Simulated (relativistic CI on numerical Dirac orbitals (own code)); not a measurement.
One change at a time: Nb VII

Base calculation: Dirac-Coulomb-Breit CI, orbitals from a KLI potential per configuration, model QED (radiative potential, 1s self-energy scaled to tabulated hydrogen-like ionisation energies), unscaled Slater integrals.

CI space (outside the closed core [Ar] 3d10): 4s2.4p5, 4s.4p6, 4s2.4p4.4d, 4s.4p5.4d, 4s2.4p4.4f, 4s2.4p4.5s, 4s.4p5.4f, 4s2.4p4.5p, 4s2.4p4.5d, 4p6.4d, 4s.4p4.4d2, 4s2.4p4.6s, 4s2.4p3.4d.4f, 4p5.4d2, 4p4.4d3, 4p4.4d2.4f, 4p4.4d2.5s. Double excitations out of closed p, d and f shells are left out; levels of such configurations are missing from the list, as are those of other unlisted configurations, and high levels can miss mixing partners. These lack a partner that the ground configuration has and come out too high: 4s2.4p4.5p, 4s2.4p4.5d, 4s2.4p4.6s.

Variants: (1) valence Slater integrals scaled by 0.9; (2) non-relativistic limit. Shifts of the energy above 4s2.4p5 2P°_3/2, in cm⁻¹, for the lowest level and the first level of each name with at least 55 % of one term (blank where a level changes its place among those of its configuration and J or its character, or is not in the variant):

| Level | Base | Δ(1) | Δ(2) | Measured |
| --- | --- | --- | --- | --- |
| 4s2.4p5 2P°_3/2 | 0 | 0 | 0 | 0 |
| 4s2.4p5 2P°_1/2 | 19051 | +38 | -19051 | 19185 |
| 4s.4p6 2S_1/2 | 197140 | +7835 | -24399 | 212501 |
| 4s2.4p4.4d 4D_5/2 | 265785 | +5164 | -10930 |  |
| 4s2.4p4.4d 4D_7/2 | 266458 | +5239 | -11603 |  |
| 4s2.4p4.4d 4D_3/2 | 266938 | +5095 | -12083 |  |
| 4s2.4p4.4d 4D_1/2 | 269002 | +5103 | -14147 |  |
| 4s2.4p4.4d 4F_9/2 | 282149 | +3341 | -7196 |  |
| 4s2.4p4.4d 2P_1/2 | 285379 | +4195 | -9915 |  |
| 4s2.4p4.4d 4F_7/2 | 287156 | +3046 | -12203 |  |
| 4s2.4p4.4d 4P_1/2 | 291620 | +3091 | -9536 |  |
| 4s2.4p4.4d 4F_5/2 | 293771 | +3448 | -18818 |  |
| 4s2.4p4.4d 4P_5/2 | 300252 | +2756 | -18168 |  |
| 4s2.4p4.4d 2D_5/2 | 305887 | +2826 | -20373 |  |
| 4s2.4p4.4d 2F_5/2 | 311513 | +2347 | -22535 |  |
| 4s2.4p4.4d 2G_7/2 | 311800 | +1935 | -18484 |  |
| 4s2.4p4.4d 2G_9/2 | 312935 | +1922 | -19619 |  |
| 4s2.4p4.4d 2S_1/2 | 373739 | -4996 | -18080 |  |
| 4s2.4p4.4d 2P_3/2 | 386456 |  |  |  |
| 4s2.4p4.5s 4P_5/2 | 443695 | +30 | +6137 |  |
| 4s2.4p4.5s 4P_1/2 | 459332 | -352 | -9499 | 426310 |
| 4s2.4p4.5s 4P_3/2 | 462352 | -194 |  |  |

At this charge configurations can still be misplaced by up to about 7 % of their energy. 7 of the 8 excited levels that our extract of the measured tables holds in this range could be paired (the sources list more); they are missed by 15831 cm⁻¹ on average and 33022 at most, and levels without a partner can miss by more.

Measured levels: Moore, Atomic Energy Levels, vol. II, NSRDS-NBS 35 (1971 reprint of NBS Circular 467, 1952).

Ionisation energy from the two ground configurations alone: base 117.877 eV; valence Slater integrals scaled by 0.9 117.984 eV. The NIST ASD value (measured) is 119.1 eV.

LS names give the leading component of a level, which can be under half, so a name can repeat, a term be missing and a line seem to break the LS rules.
